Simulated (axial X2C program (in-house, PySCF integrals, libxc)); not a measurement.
# Correcting the dissociation energy of NaTe for spin–orbit coupling

A spin-free CCSD(T) curve (one-electron X2C) was computed with an in-house relativistic program for diatomic molecules, basis Te dyall-cv3z [11s12p8d4f1g], Na dyall-cv3z [9s8p5d2f] (cores contracted in-house), for the state M_S = 1/2, Λ = 1 (beyond evenly filled blocks: π+α, π+β, π-α). It gives D0 = 2.072 eV to Te + Na, which in a spin-free picture are the weighted means of the ground terms.

Correlated methods: 7 electrons correlated (number of frozen shells: Te 4 s, 3 p, 2 d; Na 2 s, 1 p), 269 virtual spin orbitals or spinors in MP2, 78 natural virtuals in coupled cluster.

Measured levels of the ground terms (NIST Handbook of Basic Atomic Spectroscopic Data), in cm⁻¹: Te 3P: J = 2 at 0, J = 0 at 4706.5, J = 1 at 4750.7; Na 2S: J = 1/2 at 0.

The two components of the molecular doublet are 2642 cm⁻¹ apart in the PBE0 2c search (Ω = 3/2 lower), so the lower one lies 1321 cm⁻¹ under their mean.

**Question.** How far does each ground level lie under the (2J+1)-weighted mean of its term?

**Answer.** Te: (5 × 0 + 1 × 4706.5 + 3 × 4750.7)/9 = 2107 cm⁻¹; Na: a single level, 0.

**Question.** Correct D0.

**Answer.** D0 = 2.072 + (1321 − 2107)/8065.5 = 1.975 eV at CCSD(T) with these spin–orbit terms. The direct two-component run gives 1.974 eV; the difference holds second-order terms in the molecule, scalar two-electron terms, the gap between measured and computed atomic splittings (a 2c atom can miss part of its lowering) and, in coupled cluster, the truncation of each run.

Second-order spin–orbit effects in the molecule, which grow quickly with Z, are left out. The state is one determinant whose occupation by symmetry is held fixed; it was picked as the lowest of a PBE0 search that is not exhaustive. Dissociation energies refer to the lowest single-determinant-based atoms at the same level and basis. CCSD and (T) use frozen natural virtuals with an MP2 correction for the truncation; (T) itself is uncorrected, so its De runs slightly low. With the outer-core shells frozen, correlated bond lengths of heavy atoms tend to come out a few hundredths of an ångström too long.
